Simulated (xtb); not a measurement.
CNO, SMILES [N]=C=O (connectivity only; charge and spin as stated), charge -1, multiplicity 1. All values are semi-empirical tight-binding results from xtb (GFN2-xTB unless named), good for trends rather than for accurate numbers. Geometry optimised at GFN2-xTB. The spin state was assumed, not searched. The isomer is the one that the SMILES or the coordinates give; other isomers of the formula were not compared.

point group as xtb finds it: C∞v
orbital gap: 7.03 eV
zero-point energy: 6.9 kcal/mol
G − E(el) at 298.15 K (modified RRHO): -6.4 kcal/mol
static polarisability (D4 model): 23.9 bohr³
solvation energy, GFN2-xTB/ALPB(water): -71.5 kcal/mol
solvation energy, GFN2-xTB/ALPB(acetone): -59.0 kcal/mol

**Question.** Give the IR lines (harmonic; lines under 4 % of the strongest left out, lines within 3 cm⁻¹ merged). (Estimate from the structure and the level; the computed values follow.)

**Answer.** ν (cm⁻¹): 538 (m), 1318 (w), 2464 (vs) (against the strongest line: vs over 80 %, s over 45 %, m over 15 %, w over 4 %, vw less)
